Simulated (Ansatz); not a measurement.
Basis-set series for `[NH2][AlH][SiH2]O`. Total charge 0; spin multiplicity 1. Geometry: relaxed with PBE0-D4/def2-TZVP. It is one conformer, not always the lowest.

```tsv
functional	basis	functions	energy (Eh)	HOMO (eV)	LUMO (eV)
PBE0-D4	def2-TZVPP	230	-665.27307	-7.07	-1.20
PBE0-D4	def2-QZVPP	434	-665.29900	-7.10	-1.27
ωB97M-V	def2-TZVPP	230	-665.55979	-9.10	0.46
ωB97M-V	def2-QZVPP	434	-665.58468	-9.14	0.25
```

Task: Give the rows for def2-SVP. (An estimate is asked.)

Result: Computed: 
| functional | basis | functions | energy (Eh) | HOMO (eV) | LUMO (eV) |
| --- | --- | --- | --- | --- | --- |
| PBE0-D4 | def2-SVP | 94 | -664.91360 | -6.95 | -1.01 |
| ωB97M-V | def2-SVP | 94 | -665.19478 | -8.95 | 0.74 |

Positive LUMOs are unbound and depend on the basis.
